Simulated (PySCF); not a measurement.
## F(3+) (fluorine, charge +3) across methods

[He] 2s2 2p2, high-spin 3P determinant. Calculation: PySCF 2.14, in dyall-acv3z; the non-relativistic Hamiltonian (point nucleus).

```csv
method,E (hartree),mean ε 2s α (eV),mean ε 2s β (eV),mean ε 2p α (eV),Σ⟨r²⟩ (bohr²),⟨S²⟩
r2SCAN,-95.4764,-94.618,-88.032,-76.396,3.561,2.002
revPBE,-95.4906,-92.951,-87.687,-75.043,3.574,2.001
UHF,-95.32576,-108.22,-96.088,-88.119,3.559,2.003
r2SCANh,-95.4778,-96.022,-88.974,-77.626,3.559,2.002
CAM-B3LYP,-95.4835,-98.158,-91.826,-79.978,3.578,2.001
PBE0,-95.4321,-96.939,-90.193,-78.490,3.568,2.001
TPSSh,-95.5216,-95.318,-88.978,-76.870,3.563,2.002
PBE,-95.4150,-92.906,-87.662,-75.059,3.577,2.001
LDA,-94.8360,-92.525,-87.398,-74.910,3.593,2.001
```
